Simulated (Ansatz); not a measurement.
Reaction (formal exchange of groups at a B–C bond): `FC[BH][SnH3]` + `NC1(F)C=N1` → `N[BH][SnH3]` + `FCC1(F)C=N1`

Program: Ansatz. Geometries: PBE0-D4/def2-TZVP. ΔE: electronic, gas phase. CBS: MP2 limit from def2 TZ/QZ plus the TZ coupled-cluster correction, frozen cores. DFT in def2-TZVPP. B3LYP here is the variant with VWN-RPA as its local correlation; programs differ in this. Elements past krypton have def2 core potentials. For Sn outer-core shells are correlated without core-valence functions, which leaves a few kJ/mol of doubt a bond. One conformer a species, not always the lowest.

(1) Is it downhill or uphill in electronic energy at CCSD(T)/CBS, and by how much? (Estimate.)

(2) What do these levels give: r2SCAN-D4, B3LYP-D4, ωB97X-V, ωB97M-V, B2PLYP, r2SCAN, PBE0, B3LYP, SCS-MP2/def2-TZVPP, CCSD(T)/def2-TZVPP, HF/def2-QZVPP, HF/CBS(def2)? (An estimate is asked.)

Largest T1 diagnostic among the species: 0.014.

## Answers

(1) Computed: Downhill: ΔE = -1.70 eV.

(2) The calculation gave: r2SCAN-D4 -1.66, B3LYP-D4 -1.68, ωB97X-V -1.65, ωB97M-V -1.68, B2PLYP -1.71, r2SCAN -1.66, PBE0 -1.65, B3LYP -1.68, SCS-MP2/def2-TZVPP -1.74, CCSD(T)/def2-TZVPP -1.71, HF/def2-QZVPP -1.62, HF/CBS(def2) -1.62 eV.

In def2-TZVPP, CCSD(T) changes the Hartree–Fock value by −0.10 eV (the triples alone add −0.02 eV) and MP2 by −0.14 eV.
